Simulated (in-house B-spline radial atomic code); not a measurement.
**BSE on G0W0@HF excitations of Kr⁸⁺**

Method: BSE on G0W0@HF. Computed with an all-electron radial atomic-structure program (B-spline basis): linear response of the closed shell [Ar] 3d10 with a statically screened interaction on G0W0 levels; scalar-relativistic (spin-free one-electron X2C), finite nucleus, no spin-orbit coupling, no double excitations, S, P, D and F terms only. Only terms of natural parity with L up to 3 were computed.

Command:
```bash
python run_td.py task.json out
```
Settings (radii: box in bohr, nucleus in fm):
```
Z                        36
electrons                28
configuration            [Ar] 3d10
hamiltonian              x2c
method                   bse
box_radius               11.59
rms_radius               4.1884
intervals                69
```

Time taken, with all properties: 1.6 s on 1 thread of Intel(R) Xeon(R) Platinum 8259CL CPU @ 2.50GHz (Skylake/Cascade Lake), on a shared host.

The lowest states, in the order of their Tamm-Dancoff energies; the method's threshold (minus the highest G0W0 level) is 234.22 eV. Labels give the largest channel, * marks a mixed state, and oscillator strengths are full-response dipole values. Energies in eV:

```
     state  full response  Tamm-Dancoff  oscillator strength
3d → 4s 3D          86.13         86.15                    -
3d → 4s 1D          87.14         87.15                    -
3d → 4p 3P         104.96        104.99                    -
3d → 4p 3F         105.83        105.86                    -
3d → 4p 1F         106.60        106.61                    -
3d → 4p 1P         107.60        107.69                0.566
3d → 4d 3S         134.30        134.36                    -
3d → 4d 3D              ?             ?                    -
3d → 4d 1D         137.66        137.67                    -
3d → 4d 1S         145.21        146.25                    -
3d → 5s 3D         156.12        156.13                    -
3d → 5s 1D              ?             ?                    -
3d → 4f 3P         162.42        162.42                    -
3d → 4f 3F         163.38        163.38                    -
3d → 4f 1F         163.75        163.75                    -
3d → 5p 3P         164.13        164.14                    -
```

Q: Where does 3d → 4d 3D lie?

A: At 136.55 eV in full response, 136.56 eV in Tamm-Dancoff.

Q: Where does 3d → 5s 1D lie?

A: At 156.42 eV in full response, 156.43 eV in Tamm-Dancoff.

Q: How large is the singlet-triplet splitting of 3d → 4s (D terms) in Tamm-Dancoff?

A: 1.01 eV, from the unrounded values.

Q: What polarisabilities and dispersion coefficient does the method give?

A: Dipole 0.2006 bohr³, quadrupole 0.132 bohr⁵, C6 0.2319 hartree·bohr⁶ for two such species.
